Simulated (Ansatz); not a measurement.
C4H16BNSi2, SMILES `BN([SiH2][SiH3])C(C)(C)C`, charge 0, multiplicity 1.

**Question.** Give a relaxed structure at PBE0-D4/def2-TZVP (Ansatz). (Estimate.)

**Answer.** Ansatz gave: 
```xyz
24

B    -0.4562    1.1008    1.6847
N     0.0958    0.5185    0.5430
Si    1.6075   -0.3392    0.8760
Si    1.2071   -2.3575    1.9927
C    -0.4934    0.5332   -0.8181
C    -1.8703    1.1788   -0.8183
C     0.4218    1.3270   -1.7482
C    -0.6302   -0.9052   -1.3139
H     0.1528    0.9709    2.7139
H    -1.4859    1.7038    1.6821
H     2.3215   -0.6404   -0.3957
H     2.5017    0.5320    1.6796
H     0.4652   -2.1175    3.2596
H     2.4909   -3.0422    2.3113
H     0.3921   -3.2629    1.1361
H    -1.8281    2.2230   -0.5057
H    -2.2750    1.1430   -1.8320
H    -2.5602    0.6533   -0.1555
H     0.5188    2.3561   -1.3957
H     1.4195    0.8871   -1.8020
H     0.0097    1.3468   -2.7597
H    -1.2865   -1.4776   -0.6545
H    -1.0557   -0.9200   -2.3197
H     0.3370   -1.4118   -1.3602
```
This is one stationary point; other conformers may exist.
